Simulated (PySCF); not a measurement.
Mg(I)(Me) (CH₃IMg), SMILES [I][Mg][CH3].

The structure is a stationary point at B3LYP-D3(BJ)/def2-TZVP. The def2 effective core potentials stand for the cores of I; spin–orbit coupling is left out.

These are TDDFT-CAM-B3LYP/def2-SVPD run with PySCF 2.14.0 values and carry that method's errors.

Vertical excitations; the highest root listed may be one member of a degenerate set. The molecule is in vacuum. State labels are in the subgroup Cs.

```csv
state,symmetry,energy (eV),λ (nm),f,main pairs
S1,A',5.28,235,0.048,HOMO−1→LUMO (degenerate set)
S2,A",5.28,235,0.048,HOMO→LUMO (degenerate set)
S3,A',5.74,216,0.360,HOMO−2→LUMO 89 %
S4,A",5.99,207,0.000,"HOMO−1→LUMO+1 45 %, HOMO→LUMO+2 45 %"
S5,A',6.02,206,0.004,"HOMO→LUMO+1, HOMO−1→LUMO+2, HOMO−2→LUMO+2 (degenerate set)"
S6,A",6.02,206,0.004,"HOMO→LUMO+2, HOMO−1→LUMO+1, HOMO−2→LUMO+1 (degenerate set)"
S7,A',6.02,206,0.019,HOMO−2→LUMO+2 (degenerate set)
S8,A",6.02,206,0.019,HOMO−2→LUMO+1 (degenerate set)
S9,A',6.41,194,0.170,"HOMO−1→LUMO+2 31 %, HOMO→LUMO+1 31 %, HOMO−3→LUMO 22 %"
S10,A',7.16,173,0.371,"HOMO−3→LUMO 41 %, HOMO−2→LUMO+3 29 %, HOMO→LUMO+1 11 %, HOMO−1→LUMO+2 11 %"
T1,A',4.64,267,0,HOMO−2→LUMO 90 %
T2,A",5.03,247,0,HOMO→LUMO (degenerate set)
T3,A',5.03,247,0,HOMO−1→LUMO (degenerate set)
T4,A',5.67,219,0,"HOMO→LUMO+1 40 %, HOMO−1→LUMO+2 40 %, HOMO−3→LUMO 7 %"
```
Triplets are in the Tamm–Dancoff approximation, which puts them higher than full response would, so one can lie above its singlet here.
